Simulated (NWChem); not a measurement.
System meant: MgGeH3Cl; SMILES [Cl][Mg][GeH3]

Here is an NWChem input.

```
start job
memory heap 200 mb stack 900 mb global 1100 mb
geometry units angstroms noautosym nocenter noautoz
  Mg     0.062598    -0.872274    -0.000101
  Cl     0.340041    -3.074136     0.000595
  Ge    -0.256716     1.679645    -0.000894
  H     -1.148738     2.178715     1.174616
  H      1.087496     2.456850     0.124146
  H     -0.933208     2.204817    -1.302079
end
basis spherical
  * library def2-svp
end
dft
  xc m06-l
  iterations 150
end
property
  shielding 4 1 2 3 4
end
task dft property
```

End of the output:

```
 Vector   35  Occ=0.000000D+00  E=-4.528295D-02
              MO Center= -5.2D-02, -1.4D-01, -1.0D-02, r^2= 5.1D+00
   Bfn.  Coefficient  Atom+Function         Bfn.  Coefficient  Atom+Function
  ----- ------------  ---------------      ----- ------------  ---------------
    11      0.606793  1 Mg px                75     -0.370615  5 H  s
     8      0.324776  1 Mg px                51      0.291598  3 Ge px
    70      0.225076  4 H  s                  5      0.170110  1 Mg px
    29     -0.148384  2 Cl px                80      0.147270  6 H  s
    14      0.145521  1 Mg d -2              74     -0.139148  5 H  s

 center of mass
 --------------
 x =  -0.09159322 y =   0.03665352 z =  -0.00070980

 moments of inertia (a.u.)
 ------------------
        2057.272493217168         255.380215193155          -0.079326424665
         255.380215193155          54.294748849479           0.637780262252
          -0.079326424665           0.637780262252        2089.321077359684

     Multipole analysis of the density
     ---------------------------------

     L   x y z        total         alpha         beta         nuclear
     -   - - -        -----         -----         ----         -------
     0   0 0 0     -0.000000    -32.000000    -32.000000     64.000000

     1   1 0 0     -0.072167      2.493777      2.493777     -5.059721
     1   0 1 0      0.562440      2.301883      2.301883     -4.041326
     1   0 0 1     -0.000200      0.021653      0.021653     -0.043505

     2   2 0 0    -30.944262    -28.854193    -28.854193     26.764124
     2   1 1 0      1.723421     61.770724     61.770724   -121.818028
     2   1 0 1     -0.000585     -0.020827     -0.020827      0.041069
     2   0 2 0    -44.836179   -514.704327   -514.704327    984.572474
     2   0 1 1      0.004078      0.153404      0.153404     -0.302731
     2   0 0 2    -30.733770    -20.885208    -20.885208     11.036647

          -----------------------------------------
          Chemical Shielding Tensors (GIAO, in ppm)
          -----------------------------------------

 ------------------------------------------------------------------------
  xm06: d2 not coded                    0
 ------------------------------------------------------------------------
 ------------------------------------------------------------------------
  current input line :
    21: task dft property
 ------------------------------------------------------------------------
 ------------------------------------------------------------------------
 This error has not yet been assigned to a category
 ------------------------------------------------------------------------
 For more information see the NWChem manual at https://nwchemgit.github.io

0: xm06: d2 not coded:Received an Error in Communication
```

Question: Find the fault in this run and fix the input.

Answer: The run crashed. Cause: this functional's second derivatives, which shieldings need, aren't coded here; the fix takes a hybrid GGA instead. This input runs:
```
start job
memory heap 200 mb stack 900 mb global 1100 mb
geometry units angstroms noautosym nocenter noautoz
  Mg     0.062598    -0.872274    -0.000101
  Cl     0.340041    -3.074136     0.000595
  Ge    -0.256716     1.679645    -0.000894
  H     -1.148738     2.178715     1.174616
  H      1.087496     2.456850     0.124146
  H     -0.933208     2.204817    -1.302079
end
basis spherical
  Mg library def2-svp
  Cl library def2-svp
  Ge library def2-svp
  H library def2-svp
end
dft
  xc pbe0
  iterations 150
end
property
  shielding 4 1 2 3 4
end
task dft property
```
It converges to -2738.16445 Ha (PBE0/def2-SVP, GIAO).
